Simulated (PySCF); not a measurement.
## Cl²⁺ (chlorine, charge +2): PBE0 calculation

Configuration: [Ne] 3s2 3p3, high-spin 4S determinant. All numbers are calculated (PySCF 2.14, scalar relativity by spin-free X2C-1e, in aug-cc-pVDZ-DK (5s4p2d, 27 functions)).

* Total energy: -460.0588 hartree
* One-electron energy: -620.5896 hartree
* Hartree (Coulomb) energy: 188.0161 hartree
* Exchange-correlation energy: -27.4853 hartree
* ⟨S²⟩: 3.7503
* ⟨L²⟩: 0.000
* Sum of ⟨r⟩: 11.17 bohr
* Sum of ⟨r²⟩: 15.40 bohr²
* Langevin diamagnetic susceptibility: -12.2 ×10⁻⁶ cm³/mol
* Time after the integrals: 0.16 s of wall time on 1 thread of AMD EPYC 7R43 64-Core Processor (shared host)

```tsv
shell	electrons	mean orbital energy (hartree)	rms radius, mean of both spins (bohr)
1s α	1	-103.17828	0.105
1s β	1	-103.15254	0.105
2s α	1	-10.66903	0.481
2s β	1	-10.64318	0.481
2p α	3	-8.34439	0.452
2p β	3	-8.30481	0.452
3s α	1	-1.81790	1.55
3s β	1	-1.61168	1.55
3p α	3	-1.28387	1.72
```

Densities and radii are taken from the X2C orbitals without a picture-change correction, which distorts them close to the nucleus.
